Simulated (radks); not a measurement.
Numerical settings for the aluminium ion Al+, [Ne] 3s2. Method: scalar-relativistic Kohn-Sham, PBE, spin-unpolarised, spherical densities, point nucleus; computed with a radial shooting solver on a logarithmic mesh with Libxc functionals. The defaults (mesh step 0.008 in ln r, mesh end at 40 bohr or more with all orbitals vanishing there, Anderson mixing 0.5 over 9 steps, residual threshold near 1e-9 with the energy settled to 1e-9 hartree or 1e-11 of itself, here a cap of 90 iterations) give E = -242.4730 hartree and 3s at -14.811 eV in 14 iterations. Run on one thread of a shared host, so times are rough (Arm Neoverse V2): 0.05 s of CPU time, 0.05 s wall, 14 iterations on 2476 mesh points. Changes against that run (0 stands for a change within the tolerance of the run):

setting	iterations	converged	E (mhartree)	e(3s) (meV)	CPU (s)
mesh step in ln r 0.02	14	yes	0	0	0.02
mesh step in ln r 0.12	4	no	diverged	-	0.01
mesh step in ln r 0.05	14	yes	+0.000728	+0.00375	0.01
mesh end (bohr) 2	14	level above zero	+3.82e+03	+5.95e+04	0.04
mesh end (bohr) 400	14	yes	0	0	0.05
residual threshold 0.001	10	yes	0	0	0.04
residual threshold 1e-16	90	no	0	0	0.17
mixing 0.05	17	yes	0	0	0.06
linear mixing, mixing 0.8	21	yes	0	0	0.06
linear mixing, mixing 0.2	89	yes	0	0	0.23
mixing history 3	17	yes	0	0	0.06
iteration cap 3	3	no	+2.7	-612	0.01

Settled on a wrong energy, with an occupied level pushed above zero by the early mesh end: mesh end (bohr) 2 (+3.82 hartree). Apart from these: no run marked as converged misses the energy by more than 1 mhartree. A mesh that ends early acts as a hard wall.
